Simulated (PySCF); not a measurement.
Order these species by their calculated properties.

Each SMILES stands for a single optimised conformer of the isolated species, non-relativistic unless stated. Electronic properties by PySCF.

The conformers computed, where there is a choice (atom-mapped SMILES and torsion angles):
- `[CH3:1][CH2:2][O:3][Si@H:4]([SiH3:5])[PH2:6]`: C1–C2–O3–Si4 -147°, C2–O3–Si4–Si5 164°, H–P6–Si4–O3 79°, H–P6–Si4–O3 172°
- `[NH2:1][c:2]1[cH:3][cH:4][cH:5][c:6]2[cH:7][n:8][nH:9][c:10]12`: H–N1–C2–C3 -151°, H–N1–C2–C3 -18°
- `[CH2:1]=[CH:2][C@@H:3]1[CH2:4][C@H:5]1[CH3:6]`: C1–C2–C3–C4 -146°
- `[CH3:1][CH2:2][CH2:3][N:4]([NH:5][CH3:6])[CH:7]1[CH2:8][CH2:9]1`: C1–C2–C3–N4 -179°, C2–C3–N4–N5 -65°, C3–N4–N5–C6 153°, C3–N4–C7–C8 -146°
- `[CH3:1][n:2]1[n:3][c:4]([OH:5])[cH:6][cH:7][c:8]1=[O:9]`: H–O5–C4–N3 0°

The conformers of `CC[C@@H](C)N1CCCN1` and `CC(C)[C@H]1CCNN1C` aren't listed.

Task: Rank by smallest rotational constant, highest first (GFN2-xTB).
A. `CCCN(NC)C1CC1`
B. `Nc1cccc2cn[nH]c12`
C. `C(O[Si@@H](P)[SiH3])C`
D. `C=C[C@@H]1C[C@H]1C`

Result: D (1.833 GHz), B (0.910 GHz), C (0.818 GHz), A (0.763 GHz).

Task: Give the two extremes of that set in cm⁻¹.

Result: `CCCN(NC)C1CC1`: 0.0254 cm⁻¹; `C=C[C@@H]1C[C@H]1C`: 0.0612 cm⁻¹.

Task: Rank by dipole moment, lowest first (PBE0/pcSseg-1 at GFN2-xTB geometries).
A. `C=C[C@@H]1C[C@H]1C`
B. `Cn1nc(O)ccc1=O`
C. `Cc1cccc2nn[nH]c12`
D. `CCO[Si@H]([SiH3])P`

Result: D (0.41 D), A (0.67 D), B (2.92 D), C (4.46 D).

Task: By how much do the two ends of that ranking differ?

Result: By 4.05 D, between `Cc1cccc2nn[nH]c12` and `CCO[Si@H]([SiH3])P`.

Task: Rank by HOMO–LUMO gap, lowest first (PBE0/pcSseg-1 at GFN2-xTB geometries).
A. `CCO[Si@H]([SiH3])P`
B. `CC(C)[C@H]1CCNN1C`
C. `CC[C@@H](C)N1CCCN1`
D. `Nc1cccc2cn[nH]c12`
E. `C=C[C@@H]1C[C@H]1C`
F. `CCCN(NC)C1CC1`

Result: D (5.30 eV), A (6.92 eV), C (7.17 eV), E (7.34 eV), B (7.47 eV), F (7.89 eV).

Task: Rank by HOMO energy, lowest first (PBE0/pcSseg-1 at GFN2-xTB geometries).
A. `CCCN(NC)C1CC1`
B. `Cc1cccc2nn[nH]c12`
C. `C=C[C@@H]1C[C@H]1C`
D. `Cn1nc(O)ccc1=O`

Result: B (-6.96 eV), C (-6.79 eV), D (-6.50 eV), A (-6.36 eV).

Task: Give the two extremes of that set in hartree.

Result: `Cc1cccc2nn[nH]c12`: -0.256 Eh; `CCCN(NC)C1CC1`: -0.234 Eh.
